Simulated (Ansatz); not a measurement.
Consider the ligand exchange at the In–Br bond: `[F][In]([SH])[Br]` + NH₃ → `[NH2][In]([F])[SH]` + HBr.

Calculated with Ansatz (gas phase, PBE0-D4/def2-TZVP geometries, no zero-point term in ΔE). CCSD(T)/CBS adds triple-zeta CCSD(T) − MP2 to the extrapolated MP2 energy (def2 sets, frozen cores). This one scheme is used for every species. Functionals use def2-TZVPP. B3LYP here is the variant with VWN-RPA as its local correlation; programs differ in this. def2 core potentials past Kr. For Br, In outer-core shells are correlated without core-valence functions, which leaves a few kJ/mol of doubt a bond. Scalar relativity is left out up to krypton. Each species was taken in one conformer, which may not be the lowest.

```csv
level,ΔE (kJ/mol),difference from CCSD(T)/CBS
PBE-D4,117.1,-1.1
r2SCAN-D4,122.0,3.8
PBE0-D4,123.7,5.5
B3LYP-D4,121.3,3.1
ωB97X-V,118.8,0.6
ωB97M-V,120.1,1.9
B2PLYP,119.2,1.0
PBE,116.8,-1.4
r2SCAN,122.0,3.8
PBE0,123.3,5.1
B3LYP,120.7,2.5
HF/def2-TZVPP,139.9,21.7
MP2/def2-TZVPP,116.1,-2.1
SCS-MP2/def2-TZVPP,115.6,-2.6
CCSD/def2-TZVPP,116.9,-1.3
CCSD(T)/def2-TZVPP,114.7,-3.5
HF/def2-QZVPP,139.7,21.5
MP2/def2-QZVPP,118.0,-0.2
SCS-MP2/def2-QZVPP,117.4,-0.8
HF/CBS(def2),139.7,21.5
MP2/CBS(def2),119.6,1.4
CCSD/CBS(def2),120.4,2.2
CCSD(T)/CBS,118.2,0
```

Largest T1 diagnostic among the species: 0.015.

In def2-TZVPP, CCSD(T) changes the Hartree–Fock value by −25.2 kJ/mol (the triples alone add −2.2 kJ/mol) and MP2 by −23.8 kJ/mol. From PBE to PBE0 (25 % exact exchange), in def2-TZVPP and without D4, ΔE moves by +6.5 kJ/mol.
